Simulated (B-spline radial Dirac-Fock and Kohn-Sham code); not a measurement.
## Auger decay of the 3s hole in I⁻

System: the I⁻ ion, configuration [Kr] 4d10 5s2 5p6, inside a Watson sphere of charge +1 and radius 2.2 Å (a model of the Madelung potential; inside it an electron's potential energy is lowered by 6.5 eV).

The computed values come from a radial finite-basis atomic code: one-electron (LDA, Dirac) transition rates at Dirac-Fock energies. Kinetic energies are configuration averages from the vacuum level; the two-hole energies are estimated from single-hole states.

```csv
transition,kinetic energy (eV),width (meV),share (%)
M1-M3N2,26.29,1350,11.8
M1-M3N3,38.42,2060,18.0
M1-M2N4,67.05,1080,9.4
M1-M2N5,68.75,1490,13.0
M1-M2O1,109.4,108,0.9
M1-M2O2,123.0,77.0,0.7
M1-M3N4,123.6,843,7.4
M1-M2O3,124.1,130,1.1
M1-M3N5,125.6,1230,10.8
M1-M3O1,166.1,156,1.4
M1-M3O2,179.6,116,1.0
M1-M3O3,180.9,177,1.5
M1-M4N1,220.9,430,3.8
M1-M5N1,232.4,629,5.5
M1-M4N2,273.0,87.3,0.8
M1-M4N3,284.3,71.6,0.6
M1-M5N3,296.0,173,1.5
M1-M4N4,370.6,114,1.0
M1-M4N5,371.8,144,1.3
M1-M5N4,381.5,152,1.3
M1-M5N5,383.7,235,2.0
M1-N1N3,724.6,82.6,0.7
M1-N1N4,807.6,81.2,0.7
M1-N1N5,809.4,119,1.0
```

Coster-Kronig rates are the weakest part of this model and often come out 1.5 to 2.5 times too large. The listed channels hold 97 % of the non-radiative rate. Summed by principal shells, of 11.5 eV in all: MMN 88.2 %, MMO 7.8 %, MNN 3.5 %, MNO 0.5 %.
